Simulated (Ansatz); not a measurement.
Two spin states of NaTl, each at its own minimum; 2S+1 = 1, 3 were tried, and our sources give no spin for the ground state. No spin–orbit coupling.

| level | energy of the multiplicity-3 state above the multiplicity-1 state (kcal/mol) |
|---|---|
| PBE/def2-TZVPP | 8.33 |
| PBE0/def2-TZVPP | 6.39 |
| wB97X-V/def2-TZVPP | 9.05 |
| CCSD/def2-TZVPP | 7.01 |
| CCSD(T)/def2-TZVPP | 8.46 |

The rows run from 6.39 (PBE0/def2-TZVPP) to 9.05 kcal/mol (wB97X-V/def2-TZVPP). The 3 functionals in def2-TZVPP without D3 or D4 span 2.66, from PBE0 to wB97X-V.

Each state is the lowest solution found for its spin in def2 and cc sets. The singlet is a restricted closed-shell determinant, which can mix singlet states where a π or δ shell is part-filled.

Correlated levels freeze the inner cores; with def2 sets outer-core shells near the valence are correlated too.

Doubts at one or more of the structures used: a restricted determinant that unrestricted orbitals would lower (CCSD/def2-TZVPP, CCSD(T)/def2-TZVPP).

Codes used: Ansatz (a program for electronic structure) with Gaussian orbitals.  In def2 rows elements past Kr take small-core potentials, without spin–orbit coupling.
